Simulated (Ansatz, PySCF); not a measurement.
C2H4 (SMILES C=C) and H4OSi (SMILES O[SiH3]) are pulled apart as rigid monomers along the line of their centres of mass, from the B3LYP-D3(BJ)/def2-TZVP minimum. Starting geometry (charge 0, multiplicity 1):
```xyz
12

C     -0.3552    -0.4689    -0.0182
C      0.4663     0.5705     0.0029
H     -1.1645    -0.5394    -0.7351
H     -0.2469    -1.2837     0.6863
H      1.2720     0.6355     0.7235
H      0.3667     1.3942    -0.6938
O      0.6943    -0.9615     3.1659
Si    -0.3191     0.2315     3.7074
H      1.5662    -1.0299     3.5617
H     -0.4201     0.2004     5.1887
H     -1.6363    -0.0423     3.1053
H      0.1543     1.5782     3.3077
```

Interaction energies with rigid monomers; basis-set methods are counterpoise corrected unless marked otherwise.

Frozen-core correlation. Rows in 6-311+G**, 6-31G* carry no dispersion term and start afresh at each structure (6-31G* with six Cartesian d functions).

Run with Ansatz (an electronic-structure program) with Gaussian orbitals; PySCF for 6-311+G** rows, 6-31G* rows. Each number belongs to the level named beside it.

```
H4···O7 (Å)  HF/6-31G* (no counterpoise) (kcal/mol)  B3LYP/6-31G* (kcal/mol)  B3LYP/6-311+G** (no counterpoise) (kcal/mol)  PBE0/def2-TZVPPD (kcal/mol)  CCSD(T)/aug-cc-pV(D+d)Z (kcal/mol)
-----------  --------------------------------------  -----------------------  --------------------------------------------  ---------------------------  ----------------------------------
2.43                                           1.10                     1.79                                          1.14                            …                               -0.52
2.67                                              …                     0.57                                          0.11                        -0.49                               -1.34
3.04                                          -0.92                     0.04                                         -0.19                        -0.64                               -1.27
3.68                                          -0.56                    -0.06                                         -0.13                        -0.36                               -0.67
4.71                                          -0.11                    -0.04                                         -0.06                        -0.09                               -0.20
```

Problem. Some entries are withheld; supply them.

Solution. 
- 2.43, PBE0/def2-TZVPPD (kcal/mol): 0.34
- 2.67, HF/6-31G* (no counterpoise) (kcal/mol): -0.41
